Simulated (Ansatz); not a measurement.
Reaction (redistribution): `[CH3][GeH2][AlH][C]#N` + `C[SiH2]C` → `C[SiH2][GeH2][CH3]` + `[CH3][AlH][C]#N`

Isolated molecules relaxed with PBE0-D4/def2-TZVP in Ansatz; ΔE leaves out vibrations. CCSD(T)/CBS is the MP2 limit (def2-TZVPP, def2-QZVPP) plus CCSD(T) − MP2 in def2-TZVPP, frozen cores. This one scheme is used for every species. DFT in def2-TZVPP. For Ge outer-core shells are correlated without core-valence functions, which leaves a few kJ/mol of doubt a bond. Scalar relativity is left out up to krypton. One conformer a species, not always the lowest.

`[CH3][GeH2][AlH][C]#N`:

```xyz
11

C    -0.832   -1.312   -0.868
Ge   -0.062   -0.820    0.866
Al    0.785    1.499    0.917
C     0.874    2.409   -0.800
N     0.903    2.890   -1.849
H    -0.093   -1.183   -1.659
H    -1.692   -0.681   -1.093
H    -1.153   -2.354   -0.851
H     1.105   -1.776    1.202
H    -1.112   -1.018    1.981
H     1.277    2.347    2.155
```

`C[SiH2]C`:

```xyz
11

C    -1.350   -0.820    0.086
Si   -0.233    0.682    0.087
C     1.559    0.203   -0.165
H    -2.393   -0.532    0.234
H    -1.074   -1.510    0.887
H    -1.279   -1.357   -0.863
H    -0.376    1.408    1.382
H    -0.655    1.617   -0.996
H     1.900   -0.465    0.630
H     2.205    1.085   -0.163
H     1.695   -0.311   -1.120
```

`C[SiH2][GeH2][CH3]`:

Z-matrix (Å, degrees):
```
C
Si 1 1.878
H 1 1.092 2 110.8
H 1 1.092 2 110.9 3 -120.1
H 1 1.092 2 110.7 3 119.9
Ge 2 2.382 1 111.1 3 -60.3
H 2 1.491 1 109.8 3 179.5
H 2 1.490 1 110.1 3 61.4
C 6 1.962 2 111.2 1 -57.5
H 6 1.545 2 109.8 1 63.0
H 6 1.543 2 110.6 1 -179.0
H 9 1.090 6 110.3 2 179.6
H 9 1.091 6 110.3 2 59.7
H 9 1.091 6 110.2 2 -60.3
```

`[CH3][AlH][C]#N`:

Cartesian coordinates in Å:
```
C -0.344 0.436 -1.166
Al -0.379 -0.039 0.709
C 1.210 -0.851 1.482
N 2.161 -1.331 1.927
H -1.128 -0.097 -1.714
H -0.546 1.504 -1.299
H 0.614 0.209 -1.638
H -1.589 0.168 1.698
```

```json
{"level": "PBE-D4", "ΔE (kcal/mol)": "1.2", "difference from CCSD(T)/CBS": "-0.2"}
{"level": "r2SCAN-D4", "ΔE (kcal/mol)": "1.2", "difference from CCSD(T)/CBS": "-0.2"}
{"level": "B2PLYP", "ΔE (kcal/mol)": "1.5", "difference from CCSD(T)/CBS": "0.1"}
{"level": "HF/def2-TZVPP", "ΔE (kcal/mol)": "2.7", "difference from CCSD(T)/CBS": "1.3"}
{"level": "MP2/def2-TZVPP", "ΔE (kcal/mol)": "1.2", "difference from CCSD(T)/CBS": "-0.2"}
{"level": "CCSD/def2-TZVPP", "ΔE (kcal/mol)": "1.8", "difference from CCSD(T)/CBS": "0.4"}
{"level": "CCSD(T)/def2-TZVPP", "ΔE (kcal/mol)": "1.6", "difference from CCSD(T)/CBS": "0.2"}
{"level": "HF/def2-QZVPP", "ΔE (kcal/mol)": "2.8", "difference from CCSD(T)/CBS": "1.4"}
{"level": "HF/CBS(def2)", "ΔE (kcal/mol)": "2.8", "difference from CCSD(T)/CBS": "1.4"}
{"level": "CCSD/CBS(def2)", "ΔE (kcal/mol)": "1.6", "difference from CCSD(T)/CBS": "0.2"}
{"level": "CCSD(T)/CBS", "ΔE (kcal/mol)": "1.4", "difference from CCSD(T)/CBS": "0"}
```

Largest T1 diagnostic among the species: 0.012.

In def2-TZVPP, CCSD(T) changes the Hartree–Fock value by −1.1 kcal/mol (the triples alone add −0.2 kcal/mol) and MP2 by −1.5 kcal/mol.
